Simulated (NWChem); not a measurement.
System: SiH2OCl2; SMILES Cl[SiH](Cl)O

NWChem input:

```
start job
memory heap 200 mb stack 900 mb global 1100 mb
geometry units angstroms
  Si    -0.428864     0.419192     0.000000
  O     -1.897594    -0.311268     0.000000
  Cl     0.662667    -0.124602     1.655909
  Cl     0.662667    -0.124602    -1.655909
  H     -0.659893     1.873375     0.000000
  H     -1.936772    -1.273183     0.000000
end
basis spherical
  * library def2-svp
end
dft
  xc becke88 lyp
  iterations 150
end
driver
  maxiter 120
end
task dft optimize
task dft freq
```

Parts of the log:

```
             Northwest Computational Chemistry Package (NWChem) 7.3.0
             --------------------------------------------------------

 CS  symmetry detected

                             Geometry "geometry" -> ""
                             -------------------------

 Output coordinates in angstroms (scale by  1.889725989 to convert to a.u.)

  No.       Tag          Charge          X              Y              Z
 ---- ---------------- ---------- -------------- -------------- --------------
    1 Si                  14.0000    -0.40780290     0.42314953     0.00000000
    2 O                    8.0000    -1.87566057    -0.30906184     0.00000000
    3 Cl                  17.0000     0.68437596    -0.11934211    -1.65590900
    4 Cl                  17.0000     0.68437596    -0.11934211     1.65590900
    5 H                    1.0000    -0.64056628     1.87705593     0.00000000
    6 H                    1.0000    -1.91369117    -1.27102289     0.00000000

 Effective nuclear repulsion energy (a.u.)     278.0977688978

      Symmetry information
      --------------------

 Group name             Cs
 Group number              2
 Group order               2
 No. of unique centers     5

                                Z-matrix (autoz)
                                --------

 Units are Angstrom for bonds and degrees for angles

      Type          Name      I     J     K     L     M      Value
      ----------- --------  ----- ----- ----- ----- ----- ----------
    1 Stretch                  1     2                       1.64035
    2 Stretch                  1     3                       2.05650
    3 Stretch                  1     4                       2.05650
    4 Stretch                  1     5                       1.47242
    5 Stretch                  2     6                       0.96271
    6 Bend                     1     2     6               118.77537
    7 Bend                     2     1     3               110.94609
    8 Bend                     2     1     4               110.94609
    9 Bend                     2     1     5               107.41580
   10 Bend                     3     1     4               107.26068
   11 Bend                     3     1     5               110.14714
   12 Bend                     4     1     5               110.14714
   13 Torsion                  3     1     2     6          59.56263
   14 Torsion                  4     1     2     6         -59.56263
   15 Torsion                  5     1     2     6         180.00000

                           NWChem Geometry Optimization
                           ----------------------------

 maximum gradient threshold         (gmax) =   0.000450
 rms gradient threshold             (grms) =   0.000300
 maximum cartesian step threshold   (xmax) =   0.001800
 rms cartesian step threshold       (xrms) =   0.001200
 fixed trust radius                (trust) =   0.300000
 source of zmatrix                         =   autoz

          -------------------
          Energy Minimization
          -------------------

 Using diagonal initial Hessian
 Scaling for Hessian diagonals: bonds = 1.00  angles = 0.25  torsions = 0.10

          --------
          Step   0

                                 NWChem DFT Module
                                 -----------------

 Summary of "ao basis" -> "ao basis" (spherical)
 ------------------------------------------------------------------------------
       Tag                 Description            Shells   Functions and Types
 ---------------- ------------------------------  ------  ---------------------
 Si                         def2-svp                 8       18   4s3p1d
 O                          def2-svp                 6       14   3s2p1d
 Cl                         def2-svp                 8       18   4s3p1d
 H                          def2-svp                 3        5   2s1p

      Symmetry analysis of basis
      --------------------------

        a'         49
        a"         29

            General Information
            -------------------
          SCF calculation type: DFT
          Wavefunction type:  closed shell.
          No. of atoms     :     6
          No. of electrons :    58
           Alpha electrons :    29
            Beta electrons :    29
          Charge           :     0
          Spin multiplicity:     1
          Use of symmetry is: on ; symmetry adaption is: on
          Maximum number of iterations: 150
          AO basis - number of functions:    78
                     number of shells:    36
          Convergence on energy requested:  1.00D-06
          Convergence on density requested:  1.00D-05
          Convergence on gradient requested:  5.00D-04

              XC Information
              --------------
                    Becke 1988 Exchange Functional  1.000
              Lee-Yang-Parr Correlation Functional  1.000

             Grid Information
             ----------------
          Grid used for XC integration:  medium
          Radial quadrature: Mura-Knowles
          Angular quadrature: Lebedev.
          Tag              B.-S. Rad. Rad. Pts. Rad. Cut. Ang. Pts.
          ---              ---------- --------- --------- ---------
          Si                  1.10       88           8.0       590
          O                   0.60       49           8.0       434
          Cl                  1.00       88          10.0       590
          H                   0.35       45          10.0       434
          Grid pruning is: on
          Number of quadrature shells:   315
          Spatial weights used:  Erf1

      Superposition of Atomic Density Guess
      -------------------------------------

 Sum of atomic energies:       -1283.07529462

      Non-variational initial energy
      ------------------------------

 Total energy =   -1284.086783
 1-e energy   =   -2328.832967
 2-e energy   =     766.648414
 HOMO         =      -0.408506
 LUMO         =       0.074050

      Symmetry analysis of molecular orbitals - initial
      -------------------------------------------------

  Numbering of irreducible representations:

     1 a'          2 a"

  Orbital symmetries:

     1 a'          2 a"          3 a'          4 a'          5 a'
     6 a"          7 a'          8 a"          9 a'         10 a'
    11 a"         12 a"         13 a'         14 a'         15 a'
    16 a"         17 a'         18 a'         19 a"         20 a'
    21 a'         22 a'         23 a"         24 a'         25 a"
    26 a'         27 a"         28 a"         29 a'         30 a'
    31 a'         32 a"         33 a'         34 a'         35 a'
    36 a'         37 a"         38 a'         39 a"

   convergence    iter        energy       DeltaE   RMS-Dens  Diis-err
 ---------------- ----- ----------------- --------- --------- ---------
 d= 0,ls=0.0,diis     1  -1285.8981457358 -1.56D+03  2.13D-02  8.68D-01
 d= 0,ls=0.0,diis     2  -1285.7563886650  1.42D-01  1.40D-02  2.09D+00
 d= 0,ls=0.0,diis     3  -1285.9785022571 -2.22D-01  3.43D-03  1.08D-01
 d= 0,ls=0.0,diis     4  -1285.9847784506 -6.28D-03  1.96D-03  3.10D-02
 d= 0,ls=0.0,diis     5  -1285.9887991300 -4.02D-03  2.99D-04  5.74D-04
  Resetting Diis
 d= 0,ls=0.0,diis     6  -1285.9888692547 -7.01D-05  5.60D-05  1.62D-05
 d= 0,ls=0.0,diis     7  -1285.9888711536 -1.90D-06  2.59D-05  1.23D-06
 d= 0,ls=0.0,diis     8  -1285.9888711231  3.04D-08  1.39D-05  1.63D-06
 d= 0,ls=0.0,diis     9  -1285.9888713099 -1.87D-07  2.75D-06  1.12D-07

         Total DFT energy =    -1285.988871309881
      One electron energy =    -2330.745563568601
           Coulomb energy =      853.482814909396
    Exchange-Corr. energy =      -86.823891548473
 Nuclear repulsion energy =      278.097768897796

 Numeric. integr. density =       57.999994371246

                  Occupations of the irreducible representations
                  ----------------------------------------------

                     irrep           alpha         beta
                     --------     --------     --------
                     a'               18.0         18.0
                     a"               11.0         11.0

                       DFT Final Molecular Orbital Analysis
                       ------------------------------------

[...]

      ----------------------
      Optimization converged
      ----------------------

  Step       Energy      Delta E   Gmax     Grms     Xrms     Xmax
  ---- ---------------- -------- -------- -------- -------- --------
@    4   -1285.99002353 -5.4D-07  0.00015  0.00005  0.00056  0.00110
                                     ok       ok       ok       ok

                                Z-matrix (autoz)
                                --------

 Units are Angstrom for bonds and degrees for angles

      Type          Name      I     J     K     L     M      Value     Gradient
      ----------- --------  ----- ----- ----- ----- ----- ---------- ----------
    1 Stretch                  1     2                       1.66166   -0.00015
    2 Stretch                  1     3                       2.08725    0.00006
    3 Stretch                  1     4                       2.08725    0.00006
    4 Stretch                  1     5                       1.48095    0.00007
    5 Stretch                  2     6                       0.97566    0.00002
    6 Bend                     1     2     6               117.72409    0.00006
    7 Bend                     2     1     3               111.28218   -0.00001
    8 Bend                     2     1     4               111.28218   -0.00001
    9 Bend                     2     1     5               106.41274   -0.00003
   10 Bend                     3     1     4               107.75941    0.00002
   11 Bend                     3     1     5               110.05998    0.00002
   12 Bend                     4     1     5               110.05998    0.00002
   13 Torsion                  3     1     2     6          60.10039    0.00001
   14 Torsion                  4     1     2     6         -60.10039   -0.00001
   15 Torsion                  5     1     2     6         180.00000    0.00000

                         Geometry "geometry" -> "geometry"
                         ---------------------------------

 Output coordinates in angstroms (scale by  1.889725989 to convert to a.u.)

  No.       Tag          Charge          X              Y              Z
 ---- ---------------- ---------- -------------- -------------- --------------
    1 Si                  14.0000    -0.40261817     0.42178143     0.00000000
    2 O                    8.0000    -1.89685775    -0.30509589     0.00000000
    3 Cl                  17.0000     0.70274375    -0.11863825    -1.68604162
    4 Cl                  17.0000     0.70274375    -0.11863825     1.68604162
    5 H                    1.0000    -0.64776014     1.88230615     0.00000000
    6 H                    1.0000    -1.92722043    -1.28027869     0.00000000

 Effective nuclear repulsion energy (a.u.)     273.9975216990

      Symmetry information
      --------------------

 Group name             Cs
 Group number              2
 Group order               2
 No. of unique centers     5

                Final and change from initial internal coordinates
                --------------------------------------------------

                                Z-matrix (autoz)
                                --------

 Units are Angstrom for bonds and degrees for angles

      Type          Name      I     J     K     L     M      Value       Change
      ----------- --------  ----- ----- ----- ----- ----- ---------- ----------
    1 Stretch                  1     2                       1.66166    0.02131
    2 Stretch                  1     3                       2.08725    0.03075
    3 Stretch                  1     4                       2.08725    0.03075
    4 Stretch                  1     5                       1.48095    0.00853
    5 Stretch                  2     6                       0.97566    0.01294
    6 Bend                     1     2     6               117.72409   -1.05128
    7 Bend                     2     1     3               111.28218    0.33609
    8 Bend                     2     1     4               111.28218    0.33609
    9 Bend                     2     1     5               106.41274   -1.00306
   10 Bend                     3     1     4               107.75941    0.49873
   11 Bend                     3     1     5               110.05998   -0.08715
   12 Bend                     4     1     5               110.05998   -0.08715
   13 Torsion                  3     1     2     6          60.10039    0.53776
   14 Torsion                  4     1     2     6         -60.10039   -0.53776
   15 Torsion                  5     1     2     6         180.00000    0.00000

[...]

 Rotational Constants
 --------------------
 A=   0.148858 cm-1  (  0.214169 K)
 B=   0.079712 cm-1  (  0.114686 K)
 C=   0.056306 cm-1  (  0.081010 K)

 Temperature                      =   298.15K
 frequency scaling parameter      =   1.0000

 Zero-Point correction to Energy  =   16.103 kcal/mol  (  0.025662 au)
 Thermal correction to Energy     =   19.614 kcal/mol  (  0.031258 au)
 Thermal correction to Enthalpy   =   20.207 kcal/mol  (  0.032201 au)

 Total Entropy                    =   77.042 cal/mol-K
   - Translational                =   40.141 cal/mol-K (mol. weight = 115.9252)
   - Rotational                   =   27.269 cal/mol-K (symmetry #  =        1)
   - Vibrational                  =    9.632 cal/mol-K

 Cv (constant volume heat capacity) =   17.924 cal/mol-K
   - Translational                  =    2.979 cal/mol-K
   - Rotational                     =    2.979 cal/mol-K
   - Vibrational                    =   11.965 cal/mol-K

[normal modes left out]

 ----------------------------------------------------------------------------
 Normal Eigenvalue ||           Projected Infra Red Intensities
  Mode   [cm**-1]  || [atomic units] [(debye/angs)**2] [(KM/mol)] [arbitrary]
 ------ ---------- || -------------- ----------------- ---------- -----------
    1       -0.000 ||    0.000039           0.001         0.038       0.007
    2        0.000 ||    0.000012           0.000         0.012       0.002
    3        0.000 ||    0.000034           0.001         0.033       0.006
    4        0.000 ||    0.000319           0.007         0.311       0.054
    5        0.000 ||    0.000146           0.003         0.142       0.025
    6        0.000 ||    0.000141           0.003         0.137       0.024
    7      176.160 ||    0.002824           0.065         2.753       0.478
    8      178.613 ||    0.032006           0.738        31.201       5.414
    9      284.167 ||    0.025479           0.588        24.838       4.310
   10      296.228 ||    0.090908           2.097        88.622      15.379
   11      487.774 ||    0.033755           0.779        32.906       5.710
   12      558.401 ||    0.166015           3.830       161.839      28.085
   13      760.550 ||    0.078280           1.806        76.312      13.243
   14      788.972 ||    0.153378           3.539       149.521      25.947
   15      853.550 ||    0.262374           6.053       255.775      44.386
   16      907.928 ||    0.047637           1.099        46.439       8.059
   17     2259.490 ||    0.078948           1.821        76.963      13.356
   18     3717.675 ||    0.091714           2.116        89.407      15.515
 ----------------------------------------------------------------------------
```

Level: BLYP/def2-SVP.
